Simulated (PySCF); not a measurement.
Compound: C₃H₆BF₃.
SMILES: `CBCC(F)(F)F`

A linear-response calculation (PySCF, def2-SVPD basis, gas phase, vertical, core orbitals frozen in the response) gave these numbers; the functional is withheld.

Orbital energies (eV): HOMO-3 -11.29, HOMO-2 -11.11, HOMO-1 -9.67, HOMO -9.32, LUMO -1.27, LUMO+1 0.37, LUMO+2 1.20.

| state | E (eV) | f | main configurations (H = HOMO, L = LUMO) |
| --- | --- | --- | --- |
| S1 | 6.12 | 0.0012 | H→L (98%) |
| S2 | 6.53 | 0.0011 | H-1→L (97%) |
| S3 | 8.38 | 0.0016 | H-2→L (97%) |
| S4 | 8.59 | 0.0060 | H→L+1 (98%) |
| S5 | 8.78 | 0.168 | H-3→L (84%), H-1→L+1 (13%) |
| S6 | 8.88 | 0.0015 | H-1→L+1 (85%), H-3→L (13%) |

Triplets, Tamm–Dancoff:

```json
{"state": "T1", "E (eV)": "5.42", "λ (nm)": "228.7", "main configurations (H = HOMO, L = LUMO)": "H→L (97%)"}
{"state": "T2", "E (eV)": "5.92", "λ (nm)": "209.3", "main configurations (H = HOMO, L = LUMO)": "H-1→L (95%)"}
{"state": "T3", "E (eV)": "8.07", "λ (nm)": "153.7", "main configurations (H = HOMO, L = LUMO)": "H-3→L (88%), H-5→L (8%)"}
{"state": "T4", "E (eV)": "8.21", "λ (nm)": "151.0", "main configurations (H = HOMO, L = LUMO)": "H-2→L (88%)"}
```

Vertical ionisation energy by ΔSCF with the same functional: 11.63 eV. Mean static polarisability: 54.1 au.

Question: Name the functional.
A. PBE
B. wB97X-D
C. PBE0
D. HF

Answer: C. PBE0 is a global hybrid with 25% exact exchange. In this run −ε(HOMO) = 9.32 eV differs from the ΔSCF value by -2.31 eV, and S1 differs from the orbital gap of 8.05 eV by -1.93 eV. The ratio −ε(HOMO)/IP is 0.80. Usual ranges for neutral molecules in this basis: 0.7 to 0.83 with PBE0, 0.5 to 0.7 with PBE, 0.89 to 0.99 with wB97X-D; with Hartree–Fock the ratio is 1 or more (Koopmans' value less the relaxation energy is the ΔSCF value).

Computed, not measured: TDDFT PBE0/def2-SVPD, vertical, gas phase, core orbitals frozen in the response (PySCF 2.14.0, density-fitted response routines). Isolated species at its PBE0-D3(BJ)/def2-SVP geometry (one conformer only).

On Arm Neoverse V2, one thread (shared host), this took 2.2 min and 0.89 GiB of memory at its peak.

The values belong to the conformer `[CH3:1][BH:2][CH2:3][C:4]([F:5])([F:6])[F:7]`: C1–B2–C3–C4 -175°, B2–C3–C4–F5 179°.
